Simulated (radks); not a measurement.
The numbers below are computed, except where a source is named.
The sulfur anion S-, [Ne] 3s2 3p5, held by a Watson sphere: a shell of charge +1 at radius R that stands for the Madelung well of a crystal (potential energy -1/R inside, -1/r outside, in hartree with lengths in bohr). Code: a radial shooting solver on a logarithmic mesh with Libxc functionals. Model: scalar-relativistic Kohn-Sham, LDA (Slater exchange, Perdew-Wang correlation), spin-polarised, spherical densities, point nucleus; open shells are filled with parallel spins first. Response by self-consistent Sternheimer equations with the Hartree and adiabatic LDA kernel, the relativistic mass of each level held fixed and spin-orbit coupling left out. The sphere does not respond.

| R (bohr) | e(3s down) (eV) | e(3p up) (eV) | e(3p down) (eV) | <r> 3p (bohr) | sum of <r^2> (bohr^2) | X-ray form factor at sin(theta)/lambda = 0.3 1/angstrom | alpha (bohr^3) |
|---|---|---|---|---|---|---|---|
| 2.11 | -17.289 | -8.029 | -7.344 | 2.105 | 34.97 | 9.029 | 23.49 |
| 2.21 | -17.120 | -7.907 | -7.228 | 2.121 | 35.42 | 9.022 | 24.30 |
| 2.28 | -17.002 | -7.820 | -7.145 | 2.131 | 35.73 | 9.019 | 24.89 |
| 2.41 | -16.789 | -7.654 | -6.986 | 2.151 | 36.30 | 9.014 | 26.04 |
| 2.43 | -16.756 | -7.629 | -6.961 | 2.154 | 36.38 | 9.013 | 26.22 |
| 3.63 | -15.075 | -6.109 | -5.478 | 2.290 | 40.47 | 9.018 | 38.51 |
| 3.65 | -15.051 | -6.086 | -5.455 | 2.291 | 40.52 | 9.018 | 38.73 |
| 3.76 | -14.923 | -5.961 | -5.331 | 2.300 | 40.80 | 9.019 | 39.93 |
| 4.46 | -14.193 | -5.235 | -4.612 | 2.347 | 42.28 | 9.023 | 47.43 |
